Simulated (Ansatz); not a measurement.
Consider the redistribution: `[F][SnH]([SiH3])[Cl]` + `C[N]([SiH3])[GeH3]` → `[F][SnH]([Cl])[GeH3]` + `CN([SiH3])[SiH3]`.

Computed with Ansatz on PBE0-D4/def2-TZVP structures; ΔE is electronic, products minus reactants. CCSD(T)/CBS is the MP2 limit (def2-TZVPP, def2-QZVPP) plus CCSD(T) − MP2 in def2-TZVPP, frozen cores. DFT in def2-TZVPP. HSE06 is defined as in plane-wave codes. def2 core potentials past Kr. For Ge, Sn outer-core shells are correlated without core-valence functions, which leaves a few kJ/mol of doubt a bond. Scalar relativity is left out up to krypton.

```
             level  ΔE (kJ/mol)  difference from CCSD(T)/CBS
            B97M-V        -59.8                          4.0
          BHLYP-D4        -68.5                         -4.7
            revPBE        -58.9                          4.9
             HSE06        -62.5                          1.3
           LC-ωPBE        -62.0                          1.8
      MP2/def2-SVP        -58.1                          5.7
     CCSD/def2-SVP        -57.3                          6.5
SCS-MP2/def2-TZVPP        -61.7                          2.1
     MP2/CBS(def2)        -66.5                         -2.7
    CCSD/CBS(def2)        -65.2                         -1.4
       CCSD(T)/CBS        -63.8                            0
```

Largest T1 diagnostic among the species: 0.013.

In def2-TZVPP, CCSD(T) changes the Hartree–Fock value by +6.5 kJ/mol (the triples alone add +1.4 kJ/mol) and MP2 by +3.9 kJ/mol. From BLYP to BHLYP (50 % exact exchange), in def2-TZVPP and without D4, ΔE moves by −3.8 kJ/mol.
